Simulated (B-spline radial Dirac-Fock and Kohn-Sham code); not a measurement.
How the settings move the core levels of K⁷⁺

ΔSCF core binding energies without Breit or QED terms, calculated with a radial B-spline solver. Keys: rel is the Hamiltonian (dirac, or spin-free x2c and nr, where L3 and M5 stand for the whole 2p and 3d shells), method is hf or an exchange,correlation pair (spin-unpolarised, also for the hole states), nuc the nuclear model, radius_factor scales its radius, rmax is the box in bohr, h the logarithmic mesh step, order the B-spline order, points the quadrature points per cell, c_factor scales the speed of light, and damp, ndamp, maxit and tol steer the iteration. The run stops when the commutator error falls below 10·tol·max(1, Z/10), or the numerical noise floor, and the energy has settled to about 1e-8 Ha; the virial ratio is −V/T.

Base input:

```json
{"items": [{"Z": 19, "q": 7, "cfg": [[1, 0, 2], [2, 0, 2], [2, 1, 6], [3, 0, 2]], "A": 39, "rrms": 3.4349, "do": "settings", "holes": ["K", "L3", "M5"],
  "settings": [{"rel": "dirac", "method": "hf", "nuc": "fermi", "radius_factor": 1.0, "rmax": 45.0, "h": 0.3, "order": 8, "points": 10, "c_factor": 1.0, "maxit": 60, "damp": 0.5, "ndamp": 3, "tol": 1e-08}]}]}
```

The ground state converged in 9 iterations, with total energy -585.53656 Ha, virial ratio 1.99195 and highest orbital energy -152.91 eV. ΔSCF binding energies: K (1s) 3772.8 eV, L3 (2p3/2) 444.1 eV. Holes are computed only in closed shells, and unreliable hole states are left out.

Changes from the base run:

```tsv
changed setting	Δ total energy (Ha)	Δ K (eV)	Δ L3 (eV)	iterations
method = "rpbe,pbe"	?	?	?	?
nuc = "sphere"; damp = 0.0; tol = 1e-06	0.00000	0.00	0.00	7
rmax = 30.0	0.00000	0.00	0.00	9
damp = 0.0	0.00000	0.00	0.00	8
h = 0.5	+0.00387	+0.02	+0.03	9
radius_factor = 0.8; order = 5; c_factor = 0.8	-1.34467	+10.02	-0.38	9
order = 5	+0.00008	0.00	0.00	9
```

Task: What does the change method = "rpbe,pbe" do?

Result: The total energy moves by -0.49216 Ha and the binding energies by K +14.37 eV, L3 +2.26 eV; the run takes 9 iterations.
